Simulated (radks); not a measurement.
All-electron atom: Ta I in [Xe] 4f14 5d4 6s1 (not the ground configuration).

Method: scalar-relativistic Kohn-Sham, PBEsol, spin-unpolarised, spherical densities, finite nucleus; Fermi nuclear charge, rms radius 5.3507 fm; computed with a radial shooting solver on a logarithmic mesh with Libxc functionals.

Energy parts (eV):
| part | energy |
|---|---|
| total | -424431.24 |
| kinetic | 466132.56 |
| electron-nucleus | -1048327.90 |
| Hartree | 166212.74 |
| exchange-correlation | -8448.64 |

Orbitals (lengths in bohr, moments of r in powers of bohr; <r^-3> diverges for s and p1/2; r(90%) holds 90 % of the orbital's charge):
orbital  occ.  eigenvalue (eV)  <r^-3>  r(90%)
1s          2        -67319.85       -  0.0340
2s          2        -11565.89       -   0.122
2p          6        -10139.22   18730   0.115
3s          2        -2648.050       -   0.300
3p          6        -2223.530    4155   0.306
3d         10        -1727.194   537.3   0.288
4s          2        -538.1932       -   0.659
4p          6        -398.8639   960.1   0.709
4d         10        -220.3386   105.7   0.785
5s          2         -71.3076       -    1.59
5p          6         -37.8508   131.5    1.91
4f         14         -23.0352   17.27    1.07
6s          1          -4.9873       -    5.04
5d          4          -2.6657   4.906    4.00

The highest occupied level is 5d at -2.666 eV. The density falls to 0.001 e/bohr^3 at r = 4.83 bohr. The electron density at the nucleus is 1.393e+06 e/bohr^3 (large components only). Summed over all electrons, <r^2> = 69.75 bohr^2, which gives a Langevin (diamagnetic) susceptibility term of -55.2 x 10^-6 cm^3/mol.
